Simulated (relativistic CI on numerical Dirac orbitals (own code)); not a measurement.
**One change at a time: Hg LXIX**

Base calculation: Dirac-Coulomb-Breit CI, separate exchange-only KLI orbitals for each configuration, QED by a radiative potential, unscaled Slater integrals.

Configuration list (outside the closed core [Ne]): 3s², 3s3p, 3p², 3s3d, 3d², 3p3d, 3p4s, 3d4s, 3s4s, 3s4p, 3s4d, 3s4f, 3s5s, 3s5p, 3s5d, 4s², 3s5f, 3s5g, 3s6s, 3s6p, 3s6d. Levels of other configurations are missing.

Variants: (1) non-relativistic limit. Shifts of the energy above 3s² ¹S0, in eV, for the lowest level and the first level of each name with at least 55 % of one term (blank where a level changes its place among those of its configuration and J or its character, or is not in the variant):

| Level | Base | Δ(1) |
| --- | --- | --- |
| 3s² ¹S0 | 0.00 | 0.00 |
| 3s3p ³P°0 | 158.48 | -33.40 |
| 3s3p ³P°1 | 176.42 | -51.33 |
| 3p² ³P0 | 378.18 | -90.53 |
| 3s3p ³P°2 | 694.48 | -569.39 |
| 3s3p ¹P°1 | 736.06 | -559.43 |
| 3p² ³P1 | 898.05 | -610.40 |
| 3s3d ³D1 | 930.72 | -583.11 |
| 3s3d ³D2 | 947.29 | -599.68 |
| 3s3d ³D3 | 1050.07 | -702.47 |
| 3s3d ¹D2 | 1069.24 | -685.32 |
| 3p3d ³F°2 | 1101.16 | -619.53 |
| 3p² ³P2 | 1441.73 | -1154.08 |
| 3p² ¹S0 | 1463.41 | -1131.55 |
| 3p3d ³P°0 | 1663.59 | -1158.92 |
| 3p3d ³P°1 | 1664.11 | -1159.43 |
| 3p3d ³F°4 | 1758.69 | -1277.06 |
| 3p3d ³D°3 | 1792.16 |  |
| 3p3d ¹P°1 | 1806.69 | -1261.18 |
| 3d² ³F2 | 1876.90 | -1175.28 |
| 3d² ³P0 | 1907.10 | -1187.21 |
| 3d² ³F3 | 1991.38 | -1289.76 |

At this charge energies of transitions that change n are usually good to better than 1 %, and those within a shell (Δn = 0) to a few per cent.

Ionisation energy from the two ground configurations alone: base 8467.26 eV. The NIST ASD value (theoretical) is 8470 eV.

LS names give the leading component of a level, which can be under half, so a name can repeat, a term be missing and a line seem to break the LS rules.
